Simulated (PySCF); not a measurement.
Two species compared at the same levels of theory.

First species: C6H6B2F2.
SMILES: `Bc1ccccc1B(F)F`

Second species: C2H10BGeNO2.
Z-matrix (Å and degrees, PBE0-D3(BJ)/def2-SVP geometry), rows numbered from 1:
```
C 
N   1  1.4378
Ge  2  1.8420  1  119.62
C   2  1.4367  1  112.92  3   171.87
B   4  1.5786  2  119.08  1  -171.28
O   5  1.3574  4  119.47  2    20.11
O   5  1.3646  4  122.37  2  -162.44
H   1  1.1093  2  111.34  3   130.94
H   1  1.1113  2  112.60  3  -109.36
H   1  1.0998  2  111.25  3    11.39
H   3  1.5437  2  114.85  1    99.40
H   3  1.5452  2  102.72  1   -17.77
H   3  1.5396  2  111.50  1  -134.38
H   4  1.1187  2  110.48  1   -51.29
H   4  1.1151  2  110.38  1    62.48
H   6  0.9639  5  112.76  4   179.89
H   7  0.9612  5  113.42  4     4.56
```

Levels: CAM-B3LYP/def2-SVPD for dipole moment, HOMO energy, LUMO energy, HOMO–LUMO gap, static isotropic polarisability and electronic spatial extent ⟨r²⟩ about the centre of nuclear charge; TDDFT CAM-B3LYP/def2-SVPD for lowest singlet excitation; TDA CAM-B3LYP/def2-SVPD for lowest triplet excitation (Tamm–Dancoff); ΔSCF CAM-B3LYP/def2-SVPD for vertical ionisation energy; PBE0-D3(BJ)/def2-SVP for rotational constant A and rotational constant C. Geometries: PBE0-D3(BJ)/def2-SVP. Each species is one conformer at its optimised geometry, gas phase, non-relativistic unless stated. Electronic properties by PySCF.

The conformers computed, where there is a choice (atom-mapped SMILES and torsion angles):
- `[BH2:1][c:2]1[cH:3][cH:4][cH:5][cH:6][c:7]1[B:8]([F:9])[F:10]`: C6–C7–B8–F9 180°
- `[CH3:1][N:2]([GeH3:3])[CH2:4][B:5]([OH:6])[OH:7]`: C1–N2–C4–B5 -171°, N2–C4–B5–O6 20°, H–O6–B5–C4 180°, H–O7–B5–C4 5°

```json
{"property": "dipole moment", "column X": "1.92 D", "column Y": "2.19 D"}
{"property": "HOMO energy", "column X": "-7.25 eV", "column Y": "-8.60 eV"}
{"property": "LUMO energy", "column X": "0.44 eV", "column Y": "-0.60 eV"}
{"property": "HOMO–LUMO gap", "column X": "7.69 eV", "column Y": "8.00 eV"}
{"property": "lowest singlet excitation", "column X": "5.19 eV", "column Y": "4.88 eV"}
{"property": "lowest triplet excitation (Tamm–Dancoff)", "column X": "5.11 eV", "column Y": "3.81 eV"}
{"property": "static isotropic polarisability", "column X": "86.2 au", "column Y": "95.2 au"}
{"property": "vertical ionisation energy", "column X": "7.82 eV", "column Y": "9.26 eV"}
{"property": "electronic spatial extent ⟨r²⟩ about the centre of nuclear charge", "column X": "1352 bohr²", "column Y": "1388 bohr²"}
{"property": "rotational constant A", "column X": "2.645 GHz", "column Y": "2.385 GHz"}
{"property": "rotational constant C", "column X": "0.812 GHz", "column Y": "0.762 GHz"}
```

**Question.** Which column belongs to which species?

**Answer.** Column X is the second species and column Y the first. The first has 16 atoms and 70 electrons, the second 17 and 82.

**Question.** How does each property change from the first species to the second?

**Answer.** dipole moment -0.27 D; HOMO energy +1.35 eV; LUMO energy +1.04 eV; HOMO–LUMO gap -0.31 eV; lowest singlet excitation +0.31 eV; lowest triplet excitation (Tamm–Dancoff) +1.30 eV; static isotropic polarisability -9.0 au; vertical ionisation energy -1.44 eV; electronic spatial extent ⟨r²⟩ about the centre of nuclear charge -36 bohr²; rotational constant A +0.260 GHz; rotational constant C +0.050 GHz.

On the first: S1 lies 3.12 eV below the HOMO–LUMO gap; its leading configuration is HOMO→LUMO, weight 0.82. The vertical singlet–triplet gap S1 − T1 is 1.07 eV (TDDFT singlet less Tamm–Dancoff triplet; S1: HOMO→LUMO, weight 0.82; T1: HOMO−1→LUMO, weight 0.57).

On the second: The dipole equals about 6.4 × 10⁻³⁰ C·m (1 D = 3.33564 × 10⁻³⁰ C·m). The ΔSCF ionisation energy exceeds −ε(HOMO) by 0.57 eV with CAM-B3LYP. Relativistic effects, spin–orbit coupling among them, are left out although an element past zinc is present.
